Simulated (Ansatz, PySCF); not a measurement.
Reaction (SMILES): OCO + 2 [H][H] (H2) -> C (CH4) + 2 O (H2O)
Structures are relaxed separately at B3LYP-D3(BJ)/def2-TZVP in Ansatz (an electronic-structure program), one conformer each, not searched for the lowest.

Quantity: energy of full hydrogenation (enthalpy at 298 K, with B3LYP-D3(BJ) rigid-rotor harmonic-oscillator terms from PySCF), in kcal/mol. Valence correlation only, unless marked. Spin-orbit coupling is left out. Non-relativistic. CBS marks a two-point X^-3 extrapolation of the correlation energy; Hartree-Fock from the larger set. [CCSD(T)-MP2]/basis is that difference in the basis named.

From measured enthalpies of formation at 298 K: -39.6 kcal/mol (OCO -93.8, ATcT 1.112; [H][H] (H2) 0.0, ATcT 1.112; C (CH4) -17.8, ATcT 1.112; O (H2O) -57.8, ATcT 1.112). It holds spin-orbit effects, and any other conformers, which the calculations lack, and core correlation, which the frozen-core levels lack.

```tsv
level	program	energy of full hydrogenation (kcal/mol)	error against measurement
HF/cc-pVTZ	Ansatz	-39.7	-0.1
BLYP/def2-TZVPD	Ansatz	-36.9	2.7
revPBE-D4/def2-TZVPD	Ansatz + dftd4	-34.7	4.9
B3LYP/def2-TZVPD	Ansatz	-38.2	1.4
PBE0/def2-TZVPD	Ansatz	-38.5	1.1
r2SCANh-D4/def2-TZVPD	Ansatz + dftd4	-36.7	2.9
MN15-D3(BJ)/def2-TZVPD	PySCF + dftd3	-33.7	5.9
LC-wPBE/def2-TZVPD	Ansatz	-38.7	0.9
B2GP-PLYP-D3(BJ)/def2-TZVPD	Ansatz + dftd3	-37.7	1.9
RI-MP2/cc-pVQZ	Ansatz	-39.6	0.0
CCSD/6-31G*	Ansatz	-26.2	13.4
CCSD(T)/STO-3G	Ansatz	-2.2	37.4
CCSD(T)/cc-pVDZ	Ansatz	-33.1	6.5
CCSD(T)/cc-pVDZ	PySCF	-33.1	6.5
RI-MP2/CBS(aug-cc-pVTZ,aug-cc-pVQZ)+[CCSD(T)-MP2]/aug-cc-pVTZ	Ansatz	-39.4	0.2
```
